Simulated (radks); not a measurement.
V, configuration [Ar] 3d3 4s2 (the NIST ground configuration). Calculated with a radial shooting solver on a logarithmic mesh with Libxc functionals: Dirac Kohn-Sham, PBE, spin-unpolarised, spherical densities, point nucleus; open shells are shared between the two j in proportion to 2j + 1. Some entries of the table are withheld. Estimate them.

| orbital | occ. | eigenvalue (hartree) | <r> (bohr) |
|---|---|---|---|
| 1s1/2 | 2 | -197.1127 | 0.06644 |
| 2s1/2 | 2 | (1) | 0.3080 |
| 2p1/2 | 2 | -18.65987 | 0.2722 |
| 2p3/2 | 4 | -18.39898 | 0.2749 |
| 3s1/2 | 2 | -2.58064 | 0.9484 |
| 3p1/2 | 2 | -1.63861 | (2) |
| 3p3/2 | 4 | -1.60804 | (3) |
| 3d3/2 | 1.2 | -0.19127 | (4) |
| 3d5/2 | 1.8 | -0.18886 | (5) |
| 4s1/2 | 2 | -0.17279 | (6) |
| 4p1/2 | 0 | -0.05382 | 4.697 |
| 4p3/2 | 0 | -0.05268 | 4.737 |

Answer. 
(1) 2s1/2 eigenvalue (hartree): -22.14138
(2) 3p1/2 <r> (bohr): 1.011
(3) 3p3/2 <r> (bohr): 1.019
(4) 3d3/2 <r> (bohr): 1.445
(5) 3d5/2 <r> (bohr): 1.452
(6) 4s1/2 <r> (bohr): 3.350
